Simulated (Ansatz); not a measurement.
Isolated molecules relaxed with PBE0-D4/def2-TZVP in Ansatz; ΔE leaves out vibrations. CCSD(T)/CBS adds triple-zeta CCSD(T) − MP2 to the extrapolated MP2 energy (def2 sets, frozen cores). This one scheme is used for every species. For Ge outer-core shells are correlated without core-valence functions, which leaves a few kJ/mol of doubt a bond. Scalar relativity is left out up to krypton. One conformer a species, not always the lowest.

Consider the formal exchange of groups at a Ge–Si bond: `[CH3][GeH]([NH2])[SiH3]` + BH₃ → `[BH2][GeH]([CH3])[NH2]` + SiH₄.

```tsv
species	CCSD(T)/CBS(def2) energy (Eh)
`[CH3][GeH]([NH2])[SiH3]`	-2463.37873
BH₃	-26.55200
`[BH2][GeH]([CH3])[NH2]`	-2198.45910
SiH₄	-291.46306
```

Problem. Work out ΔE.

Solution. ΔE = (-2198.45910) + (-291.46306) − (-2463.37873) − (-26.55200) = 0.00857 Eh = +5.4 kcal/mol.

Largest T1 diagnostic among the species: 0.011.

At CCSD(T), def2-SVP lies −1.1 kcal/mol from the extrapolated value and def2-TZVPP −0.1 kcal/mol. The D4 term adds +0.9 kcal/mol with B3LYP and +0.6 kcal/mol with PBE0; it sums over pairs of atoms, weighted by their polarisabilities, and B3LYP, whose exchange is more repulsive, gets the larger term.

B3LYP here is the variant with VWN-RPA as its local correlation; programs differ in this.
